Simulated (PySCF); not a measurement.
MoBr3, SMILES [Br][Mo]([Br])[Br] (connectivity only; charge and spin as stated), neutral, multiplicity 4.

Geometry optimised at B3LYP-D3(BJ)/def2-SVP. The spin state was assumed, not searched. The def2 effective core potentials stand for the cores of Mo; spin–orbit coupling is left out.

Level of theory: B3LYP-D3(BJ)/def2-SVP in PySCF.

Frequencies are harmonic and unscaled.

Modes within 1.5 cm⁻¹ of each other (mostly degenerate sets) share a row, with their intensities summed.

```json
[
 {"mode": "1", "ν (cm⁻¹)": "47", "IR (km/mol)": "2.6", "moving atoms (share of kinetic energy)": "Mo 71 %, Br 29 %"},
 {"mode": "2–3", "ν (cm⁻¹)": "62", "IR (km/mol)": "0.0", "moving atoms (share of kinetic energy)": "Br 87 %, Mo 13 %"},
 {"mode": "4", "ν (cm⁻¹)": "225", "IR (km/mol)": "0.0", "moving atoms (share of kinetic energy)": "Br 100 %"},
 {"mode": "5–6", "ν (cm⁻¹)": "325", "IR (km/mol)": "103.2", "moving atoms (share of kinetic energy)": "Mo 59 %, Br 41 %"}
]
```
